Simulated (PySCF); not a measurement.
Isomers of C5H11OPS, mass 150.027 u with the commonest isotopes. Level of theory: PBE0/pcSseg-1 in PySCF (dipole) on a GFN2-xTB geometry, gas phase. One conformer each, none proved a minimum here; rigid rotors.

Question: Order these by rotational constant B, largest first.
A. `[CH3:1][O:2][C@@H:3]1[CH2:4][CH2:5][CH2:6][P@H:7]1=[S:8]` with C1–O2–C3–C4 -171°, O2–C3–C4–C5 -86°, C3–C4–C5–C6 -51°, C4–C5–C6–P7 44°, C5–C6–P7–S8 -150°
B. `[CH3:1][P:2]1(=[O:3])[CH2:4][CH2:5][S:6][CH2:7][CH2:8]1` with C1–P2–C4–C5 173°, P2–C4–C5–S6 -70°, C4–C5–S6–C7 67°, C5–S6–C7–C8 -67°
C. `[CH3:1][S:2][CH2:3][P:4]1(=[O:5])[CH2:6][CH2:7][CH2:8]1` with C1–S2–C3–P4 77°, S2–C3–P4–O5 -72°, C3–P4–C6–C7 -90°, P4–C6–C7–C8 -17°, C6–C7–C8–P4 17°, C3–P4–C8–C7 92°
D. `[CH3:1][P:2]1(=[S:3])[CH2:4][CH2:5][O:6][CH2:7][CH2:8]1` with C1–P2–C4–C5 -162°, P2–C4–C5–O6 63°, C4–C5–O6–C7 -70°, C5–O6–C7–C8 70°
E. `[OH:1][CH2:2][P:3]1[CH2:4][CH2:5][S:6][CH2:7][CH2:8]1` with H–O1–C2–P3 -61°, O1–C2–P3–C4 -170°, C2–P3–C4–C5 163°, P3–C4–C5–S6 -72°, C4–C5–S6–C7 62°, C5–S6–C7–C8 -62°

Answer: A (1324 MHz), D (1165 MHz), B (1110 MHz), C (972.0 MHz), E (870.2 MHz).

Question: Order these by rotational constant C, smallest first.
A. `[OH:1][CH2:2][P:3]1[CH2:4][CH2:5][S:6][CH2:7][CH2:8]1` with H–O1–C2–P3 -61°, O1–C2–P3–C4 -170°, C2–P3–C4–C5 163°, P3–C4–C5–S6 -72°, C4–C5–S6–C7 62°, C5–S6–C7–C8 -62°
B. `[CH3:1][P:2]1(=[O:3])[CH2:4][CH2:5][S:6][CH2:7][CH2:8]1` with C1–P2–C4–C5 173°, P2–C4–C5–S6 -70°, C4–C5–S6–C7 67°, C5–S6–C7–C8 -67°
C. `[CH3:1][S:2][CH2:3][P:4]1(=[O:5])[CH2:6][CH2:7][CH2:8]1` with C1–S2–C3–P4 77°, S2–C3–P4–O5 -72°, C3–P4–C6–C7 -90°, P4–C6–C7–C8 -17°, C6–C7–C8–P4 17°, C3–P4–C8–C7 92°
D. `[CH3:1][P:2]1(=[S:3])[CH2:4][CH2:5][O:6][CH2:7][CH2:8]1` with C1–P2–C4–C5 -162°, P2–C4–C5–O6 63°, C4–C5–O6–C7 -70°, C5–O6–C7–C8 70°

Answer: A (745.0 MHz), C (854.3 MHz), B (991.2 MHz), D (1088 MHz).

Question: Order these by dipole moment, largest first.
A. `[CH3:1][P:2]1(=[O:3])[CH2:4][CH2:5][S:6][CH2:7][CH2:8]1` with C1–P2–C4–C5 173°, P2–C4–C5–S6 -70°, C4–C5–S6–C7 67°, C5–S6–C7–C8 -67°
B. `[CH3:1][P:2]1(=[S:3])[CH2:4][CH2:5][O:6][CH2:7][CH2:8]1` with C1–P2–C4–C5 -162°, P2–C4–C5–O6 63°, C4–C5–O6–C7 -70°, C5–O6–C7–C8 70°
C. `[OH:1][CH2:2][P:3]1[CH2:4][CH2:5][S:6][CH2:7][CH2:8]1` with H–O1–C2–P3 -61°, O1–C2–P3–C4 -170°, C2–P3–C4–C5 163°, P3–C4–C5–S6 -72°, C4–C5–S6–C7 62°, C5–S6–C7–C8 -62°
D. `[CH3:1][S:2][CH2:3][P:4]1(=[O:5])[CH2:6][CH2:7][CH2:8]1` with C1–S2–C3–P4 77°, S2–C3–P4–O5 -72°, C3–P4–C6–C7 -90°, P4–C6–C7–C8 -17°, C6–C7–C8–P4 17°, C3–P4–C8–C7 92°

Answer: B (3.75 D), A (3.12 D), D (2.80 D), C (1.58 D).

```tsv
SMILES	point group	Ia (u·Å²)	Ib (u·Å²)	Ic (u·Å²)	κ	μa (D)	μb (D)	μc (D)
CSCP1(=O)CCC1	C1	186.13	519.92	591.55	-0.87	1.24	2.08	1.40
CP1(=O)CCSCC1	Cs	199.23	455.28	509.85	-0.85	0.66	0.00	3.05
CP1(=S)CCOCC1	Cs	246.32	433.69	464.51	-0.84	1.03	3.61	0.00
CO[C@@H]1CCC[P@H]1=S	C1	293.67	381.79	593.53	0.09	3.56	1.10	0.52
OCP1CCSCC1	C1	168.51	580.79	678.39	-0.89	0.74	1.16	0.76
```
